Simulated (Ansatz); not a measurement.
Saddle point of TiH3Cl3O, closed shell (TiHCl₃O ([OH][Ti]([Cl])([Cl])[Cl]) + H₂ → TiHCl₃ ([Cl][TiH]([Cl])[Cl]) + H₂O (still joined by a long Ti–O bond); bonds formed: Ti1–H7, O2–H6; bonds broken: H6–H7; bonds weakened to dative contacts: Ti1–O2), PBE0-D4/def2-TZVP structure:

```
8
angstrom
Ti -0.2604 0.2046 -0.4909
O 0.0982 -0.1044 1.4524
Cl 0.5509 -0.2237 -2.4838
Cl -1.9159 -1.2454 -0.4433
Cl -0.9294 2.2565 -0.5371
H 1.1286 -0.0883 0.7850
H 1.5458 0.1363 -0.1045
H -0.2177 -0.9357 1.8222
```

Energies are electronic, without zero-point energy. Barriers and step energies count from the start structure reached by relaxing down the imaginary mode; all methods use the PBE0-D4 structures, on which another method's saddle can fall below an end. Ansatz 0.2.0; basis: def2-TZVPP, with def2-QZVPP for the basis limit; cores frozen in the correlated methods. B3LYP uses VWN-RPA correlation. Extrapolation: Hartree–Fock as exp(−7.88 √X), correlation as X^−2.97.

```json
{"method": "SPW92", "barrier (kJ/mol)": "98.9", "step energy (kJ/mol)": "75.2"}
{"method": "PBE-D4", "barrier (kJ/mol)": "141.3", "step energy (kJ/mol)": "99.7"}
{"method": "BLYP-D4", "barrier (kJ/mol)": "163.1", "step energy (kJ/mol)": "109.3"}
{"method": "r2SCAN-D4", "barrier (kJ/mol)": "147.9", "step energy (kJ/mol)": "99.4"}
{"method": "B97M-V", "barrier (kJ/mol)": "153.9", "step energy (kJ/mol)": "85.8"}
{"method": "PBE0-D4", "barrier (kJ/mol)": "150.6", "step energy (kJ/mol)": "86.7"}
{"method": "B3LYP-D4", "barrier (kJ/mol)": "?", "step energy (kJ/mol)": "97.4"}
{"method": "r2SCAN0-D4", "barrier (kJ/mol)": "154.7", "step energy (kJ/mol)": "86.5"}
{"method": "BHLYP-D4", "barrier (kJ/mol)": "179.1", "step energy (kJ/mol)": "83.1"}
{"method": "CAM-B3LYP-D4", "barrier (kJ/mol)": "165.4", "step energy (kJ/mol)": "89.7"}
{"method": "wB97X-V", "barrier (kJ/mol)": "?", "step energy (kJ/mol)": "87.9"}
{"method": "wB97M-V", "barrier (kJ/mol)": "161.5", "step energy (kJ/mol)": "81.1"}
{"method": "B2PLYP", "barrier (kJ/mol)": "?", "step energy (kJ/mol)": "101.2"}
{"method": "PBE-QIDH", "barrier (kJ/mol)": "156.1", "step energy (kJ/mol)": "87.5"}
{"method": "RPA on PBE", "barrier (kJ/mol)": "161.9", "step energy (kJ/mol)": "89.6"}
{"method": "HF", "barrier (kJ/mol)": "217.4", "step energy (kJ/mol)": "84.4"}
{"method": "MP2", "barrier (kJ/mol)": "163.2", "step energy (kJ/mol)": "99.2"}
{"method": "CCSD", "barrier (kJ/mol)": "172.8", "step energy (kJ/mol)": "78.4"}
{"method": "CCSD(T)", "barrier (kJ/mol)": "164.2", "step energy (kJ/mol)": "89.0"}
```

Task: Fill in the withheld barriers. (To be estimated.)

Result: By the calculation: B2PLYP 164.3; B3LYP-D4 167.3; wB97X-V 165.1 kJ/mol. Each is the energy of the saddle less that of the start structure, by the same method.

For comparison, the barrier by CCSD(T) at an estimated basis limit (MP2 extrapolated from triple and quadruple zeta, plus CCSD(T) − MP2 in triple zeta) is 157.5 kJ/mol.

T1 diagnostic: at most 0.026. The T1 diagnostic is large here, which may signal multireference character or strong orbital relaxation, so CCSD(T) is less sure. The restricted Hartree–Fock reference is unstable towards an unrestricted one at one or more of these structures.

Labels in which every atom is bracketed show which atoms are joined, not bond orders.

For scale, one of the runs: CCSD(T)/def2-TZVPP, 263 basis functions, launched by `ansatz run in.yaml --threads 8 --pin off --events-out ev --progress --plain --max-ram 19148MiB`. Hardware: 8 CPU threads of an Arm Neoverse V2, shared host. Wall time 3.1 min; peak host memory 6.3 GiB.
